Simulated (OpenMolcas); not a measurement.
Computed levels of 5d² in ions with 70 electrons, in cm-1 above ³F₂.

```json
{
 "Program": "OpenMolcas 26.06",
 "Method": "SS-CASPT2, IPEA 0.25 Eh, imaginary shift 0.1 Eh",
 "Basis": "ANO-RCC-VQZP",
 "Scalar Hamiltonian": "DKH2, point nucleus",
 "Spin-orbit coupling": "RASSI with atomic mean-field integrals over the reference wave functions, term energies averaged over their components"
}
```

Active space for each ion: 2 electrons in 10 orbitals (5d 6d); closed shells correlated by CASPT2: 5s 5p.

| Level | W4+ | Os6+ | Ir7+ |
| --- | --- | --- | --- |
| ³F₃ | 6440 | 10130 | 12420 |
| ³F₄ | 11800 | 17870 | 21410 |
| ³P₀ | 13590 | 16610 | 18100 |
| ³P₁ | 17140 | 22630 | 25780 |
| ¹G₄ | 23090 | 31580 | 36450 |
| ³P₂ | 23180 | 33020 | 38720 |
| ¹S₀ | 43900 | 58230 | 65690 |

Task: Estimate ³F₄, ³P₀, ³P₁ for Re5+ from its neighbours W4+ and Os6+.

Result: ³F₄ is fine structure, which grows about as the fourth power of a screened charge, so the fourth roots are averaged: ((11800^0.25 + 17870^0.25) / 2)^4 = 14600. The calculation gives 14770, so the estimate is off by -1.2 %.
³P₀ is another term, which grows about linearly with the charge: (13590 + 16610) / 2 = 15100. The calculation gives 15110, so the estimate is off by -0.1 %.
³P₁ is another term, which grows about linearly with the charge: (17140 + 22630) / 2 = 19885. The calculation gives 19840, so the estimate is off by +0.2 %.

Mixed levels, with the weight of the term that names them: W4+ ³P₂ (69 %), Re5+ ³P₂ (64 %), Os6+ ³P₂ (60 %), Ir7+ ³P₂ (58 %).

Term energies are means over components that CASPT2 splits; among the terms shown or strongly mixed into the levels shown the widest spread is 620 cm-1 (5d² ¹G, W4+). Active for correlation alone: 6d; no level in the range computed is led by a configuration that fills it, so any true level of that kind is missing. Only configurations of the active space appear.
